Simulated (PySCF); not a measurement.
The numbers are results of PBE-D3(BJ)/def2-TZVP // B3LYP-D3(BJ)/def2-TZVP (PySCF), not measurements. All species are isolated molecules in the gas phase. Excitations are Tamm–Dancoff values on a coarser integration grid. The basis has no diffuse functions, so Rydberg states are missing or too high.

Reference species (SMILES): `[SiH3]C1=CC=C[SiH2]1` (neutral, multiplicity 1).

```json
{
 "S1 excitation (TDA)": "4.41 eV",
 "T1 excitation (TDA)": "2.68 eV"
}
```

Changed species: `[SiH3][SiH]1C=CC=C1`.

Question: What does the change do to the S1 excitation (TDA) and T1 excitation (TDA)?

Answer: the S1 excitation (TDA) goes up by 0.04 eV, to 4.45 eV; the T1 excitation (TDA) increases by 0.08 eV, to 2.76 eV.
